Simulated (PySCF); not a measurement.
# Shapes and spin states of HCoO

All numbers come from PBE0 in PySCF with Co def2-TZVP, O def2-TZVP, H def2-TZVP; no relativity; density-fitted integrals.

Relaxations began from a few typed shapes and spin states; open shells are unrestricted. The search is not exhaustive: other isomers or separated fragments can lie lower, and high-lying points may rest on an excited occupation.

```json
{"spin": "quintet", "group": "Cs", "bonds": "Co–H 1.595 Å, Co–O 1.628 Å", "angles": "H–Co–O 156.7°", "imaginary modes (cm⁻¹)": "none", "ΔE (kJ/mol)": "0.0", "ΔE with ZPE (kJ/mol)": "0.0"}
{"spin": "quintet", "group": "C∞v", "bonds": "Co–H 1.605 Å, Co–O 1.633 Å", "angles": "H–Co–O 180.0°", "imaginary modes (cm⁻¹)": "137i, 137i", "ΔE (kJ/mol)": "0.7", "ΔE with ZPE (kJ/mol)": "–"}
{"spin": "triplet", "group": "Cs", "bonds": "Co–H 1.489 Å, Co–O 1.569 Å", "angles": "H–Co–O 104.7°", "imaginary modes (cm⁻¹)": "none", "ΔE (kJ/mol)": "47.3", "ΔE with ZPE (kJ/mol)": "49.6"}
{"spin": "broken-symmetry Ms = 1 (⟨S²⟩ 3.02)", "group": "C∞v", "bonds": "Co–H 1.585 Å, Co–O 1.770 Å", "angles": "H–Co–O 180.0°", "imaginary modes (cm⁻¹)": "none", "ΔE (kJ/mol)": "48.7", "ΔE with ZPE (kJ/mol)": "50.9"}
{"spin": "broken-symmetry Ms = 1 (⟨S²⟩ 2.87)", "group": "C∞v", "bonds": "Co–H 1.599 Å, Co–O 1.773 Å", "angles": "H–Co–O 180.0°", "imaginary modes (cm⁻¹)": "278i, 233i", "ΔE (kJ/mol)": "73.7", "ΔE with ZPE (kJ/mol)": "–"}
{"spin": "broken-symmetry Ms = 0 (⟨S²⟩ 1.00)", "group": "Cs", "bonds": "Co–H 1.468 Å, Co–O 1.550 Å", "angles": "H–Co–O 102.4°", "imaginary modes (cm⁻¹)": "none", "ΔE (kJ/mol)": "89.7", "ΔE with ZPE (kJ/mol)": "94.1"}
{"spin": "broken-symmetry Ms = 0 (⟨S²⟩ 1.17)", "group": "Cs", "bonds": "Co–H 1.477 Å, Co–O 1.558 Å", "angles": "H–Co–O 103.0°", "imaginary modes (cm⁻¹)": "none", "ΔE (kJ/mol)": "90.2", "ΔE with ZPE (kJ/mol)": "93.1"}
{"spin": "singlet (closed shell, unstable to spin polarisation)", "group": "Cs", "bonds": "Co–H 1.454 Å, Co–O 1.552 Å", "angles": "H–Co–O 102.7°", "imaginary modes (cm⁻¹)": "none", "ΔE (kJ/mol)": "150.0", "ΔE with ZPE (kJ/mol)": "155.4"}
```

The lowest minimum found is the quintet Cs: Co–H 1.595 Å, Co–O 1.628 Å; H–Co–O 156.7°.

For the lowest minimum: with open d or f shells other occupations or spin states may lie lower.

The electron or spin density has lower symmetry than the nuclear frame for the broken-symmetry Ms = 1 (⟨S²⟩ 3.02) C∞v at 48.7 kJ/mol, broken-symmetry Ms = 1 (⟨S²⟩ 2.87) C∞v at 73.7 kJ/mol, broken-symmetry Ms = 0 (⟨S²⟩ 1.00) Cs at 89.7 kJ/mol.
